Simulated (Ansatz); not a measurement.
This geometry of Cl$_{2}$H$_{4}$InNO (9 atoms, charge 0, multiplicity 1) is a first-order saddle point.

Theory: RKS PBE0-D4/def2-SVP (Ansatz 0.2.0).

```xyz
9
Properties=species:S:1:pos:R:3
In 0.168 0.371 -0.091
O 0.019 0.093 2.066
H -0.800 -0.191 2.488
Cl 2.060 -0.634 -1.018
Cl -1.943 0.110 -1.073
N 0.428 2.208 1.003
H 1.353 2.635 1.006
H -0.260 2.941 0.835
H 0.158 1.258 1.930
```

**Question.** Which two structures does it join? (They come from a converged band through this point; their orientation in space is the band's.)

**Answer.** Bonds broken: N6–H9. Bonds formed: O2–H9.

Initial state:

```xyz
9
Properties=species:S:1:pos:R:3
In -0.030 0.149 0.275
O -0.330 -0.257 2.215
H -0.576 -1.169 2.402
Cl 1.987 -0.501 -0.755
Cl -1.882 0.497 -1.141
N 0.453 2.283 0.933
H 1.408 2.567 0.714
H -0.191 2.978 0.556
H 0.344 2.246 1.949
```

Final state:

```xyz
9
Properties=species:S:1:pos:R:3
In 0.232 0.544 -0.117
O -0.017 0.005 2.114
H -0.907 -0.240 2.397
Cl 2.048 -0.671 -0.953
Cl -1.925 0.044 -0.907
N 0.469 2.331 0.918
H 1.400 2.739 0.833
H -0.194 3.052 0.633
H 0.076 0.988 2.231
```

**Question.** How far does it lie above each of them?

**Answer.** 63.5 kJ/mol above the first and 13.5 kJ/mol above the second. This is the barrier of this one path; another mechanism may lie lower. The orbitals stay closed-shell, which can raise the energy where a bond breaks towards radicals; this wasn't checked here.

Run time: 3 min on 4 threads of Arm Neoverse V2, on a shared host, peak memory 0.29 GiB.
